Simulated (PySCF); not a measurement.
**SMILES n1(C)c([N+]#[C-])ccc1, C6H6N2**

Molfile (atoms numbered from 1):
```
C6H6N2
     RDKit          3D

 14 14  0  0  0  0  0  0  0  0999 V2000
   -1.6973    2.0965   -1.0099 C   0  0  0  0  0  0  0  0  0  0  0  0
   -0.7848    1.4218   -0.6920 N   0  0  0  0  0  0  0  0  0  0  0  0
    0.2585    0.6344   -0.3209 C   0  0  0  0  0  0  0  0  0  0  0  0
    1.6238    0.8512   -0.4045 C   0  0  0  0  0  0  0  0  0  0  0  0
    2.2424   -0.3022    0.1297 C   0  0  0  0  0  0  0  0  0  0  0  0
    1.2393   -1.1710    0.5150 C   0  0  0  0  0  0  0  0  0  0  0  0
    0.0317   -0.5990    0.2401 N   0  0  0  0  0  0  0  0  0  0  0  0
   -1.2698   -1.1681    0.4843 C   0  0  0  0  0  0  0  0  0  0  0  0
    2.0960    1.7439   -0.8065 H   0  0  0  0  0  0  0  0  0  0  0  0
    3.3109   -0.4825    0.2245 H   0  0  0  0  0  0  0  0  0  0  0  0
    1.2929   -2.1590    0.9669 H   0  0  0  0  0  0  0  0  0  0  0  0
   -1.8530   -0.5356    1.1701 H   0  0  0  0  0  0  0  0  0  0  0  0
   -1.8338   -1.2759   -0.4543 H   0  0  0  0  0  0  0  0  0  0  0  0
   -1.1435   -2.1586    0.9371 H   0  0  0  0  0  0  0  0  0  0  0  0
  1  2  3  0
  2  3  1  0
  3  4  2  0
  4  5  1  0
  5  6  2  0
  6  7  1  0
  7  8  1  0
  7  3  1  0
  4  9  1  0
  5 10  1  0
  6 11  1  0
  8 12  1  0
  8 13  1  0
  8 14  1  0
M  CHG  2   1  -1   2   1
M  END
```

The calculation used quadratic response wB97X-D/def2-SVPD first hyperpolarisability, Taylor convention, gas phase in PySCF 2.14.0. Geometry: PBE0-D3(BJ)/def2-SVP.

(1) Give the tensor of the static β(0;0,0) in the axes of these coordinates.

Answers

(1) In au, Taylor convention; rows are the first index (the induced dipole):
```csv
,xx,yy,zz,xy,xz,yz
x,+156.8,+125.2,+8.1,-163.7,+77.0,-70.7
y,-163.7,-59.1,-7.0,+125.2,-70.7,+45.2
z,+77.0,+45.2,-14.1,-70.7,+8.1,-7.0
```
Norm of βᵢ = ⅓ Σⱼ (βᵢⱼⱼ + βⱼᵢⱼ + βⱼⱼᵢ): 385.5 au, hyper-Rayleigh value 177.0 au.
